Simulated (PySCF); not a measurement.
Species: C4H11ClSi2.
Atom-mapped SMILES: `[CH2:1]=[C:2]([CH3:3])[Si@H:4]([Cl:5])[CH2:6][SiH3:7]` (hydrogens: H8, H9 on C1; H10, H11, H12 on C3; H13 on Si4; H14, H15 on C6; H16, H17, H18 on Si7)

Vertical excitations from PySCF (density fitting, frozen core in the response, grid level 2 and gas phase unless stated; continuum runs use non-equilibrium linear response for the excitations) on a GFN2-xTB geometry. Reference run:

```
                                 settings    S1, eV (f)    S2, eV (f)    S3, eV (f)    S4, eV (f)    S5, eV (f)    S6, eV (f)  T1, eV (Tamm–Dancoff)  mean α (au)
wB97X-D/def2-SVPD, full TDDFT, 8 singlets  6.65 (0.003)  6.90 (0.266)  7.51 (0.015)  7.57 (0.012)  7.88 (0.001)  8.07 (0.019)                   4.35        111.8
```

Q: What do these settings give: KT3/MINI, IEF-PCM dimethylsulfoxide, full TDDFT, 12 singlets?

A: 
| settings | S1, eV (f) | S2, eV (f) | S3, eV (f) | S4, eV (f) | S5, eV (f) | S6, eV (f) | T1, eV (Tamm–Dancoff) | mean α (au) |
| --- | --- | --- | --- | --- | --- | --- | --- | --- |
| KT3/MINI, IEF-PCM dimethylsulfoxide, full TDDFT, 12 singlets | 5.83 (0.001) | 5.89 (0.005) | 7.23 (0.165) | 7.37 (0.000) | 7.45 (0.008) | 7.57 (0.017) | 4.56 | 88.7 |

S1 moves by -0.82 eV; functional, basis and environment change together, so the shift can't be laid on one. States are counted by energy in each run and needn't keep their character from row to row.

KT3 was designed for NMR shieldings or shifts; total energies of different functionals aren't comparable.

Q: Give the leading configurations of S1 (H = HOMO, L = LUMO) and the HOMO–LUMO gap of each run.

A: 
```
                                                    settings  S1 configurations (weight)  S1 (eV)  orbital gap (eV)  S1 − gap (eV)
                   wB97X-D/def2-SVPD, full TDDFT, 8 singlets                  H−1→L 0.81     6.65             10.87          -4.22
KT3/MINI, IEF-PCM dimethylsulfoxide, full TDDFT, 12 singlets        H→L 0.84, H−2→L 0.14     5.83              5.75          +0.08
```

The species at its GFN2-xTB geometry (one conformer only).

Conformer computed: `[CH2:1]=[C:2]([CH3:3])[Si@H:4]([Cl:5])[CH2:6][SiH3:7]`: C1–C2–Si4–Cl5 139°, C2–Si4–C6–Si7 67°.

Note: wB97X-D ran without an empirical dispersion term, which enters the total energy and its gradient alone.
